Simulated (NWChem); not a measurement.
System: MoN2H2BrCl; SMILES [Mo]([Cl])(=[NH])([Br])=[NH]

All runs: NWChem. Geometry: optimised at PBE0/def2-SVP. No frequency run checked for a minimum. def2 effective core potentials on Mo; no spin-orbit coupling. Level M06-L/def2-SVP: energy and gradient on several grids; changes count from the extra-fine grid, which is no exact limit either.

```tsv
grid	size of the energy change (μHa)	largest change of a gradient component (μHa/bohr)	time, medium = 1 (rough)
xcoarse	20000	4000	0.5
coarse	800	900	about 1
medium	< 10	200	about 1
fine	20	60	about 1
xfine	< 10	< 30	about 1
```
